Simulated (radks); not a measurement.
Task: Species: O I. Configuration: [He] 2s2 2p4 (the NIST ground configuration). Method: non-relativistic Kohn-Sham, PBEsol, spin-polarised, spherical densities, point nucleus; open shells are filled with parallel spins first; computed with a radial shooting solver on a logarithmic mesh with Libxc functionals. Some entries of the table are withheld. Estimate them.

orbital,occ.,eigenvalue (Ry),<r> (bohr)
1s up,1,-37.66676,0.2004
1s down,1,-37.57199,0.1999
2s up,1,-1.83788,1.133
2s down,1,-1.60069,1.163
2p up,3,-0.74876,(1)
2p down,1,-0.52229,(2)

Result: 
(1) 2p up <r> (bohr): 1.230
(2) 2p down <r> (bohr): 1.336
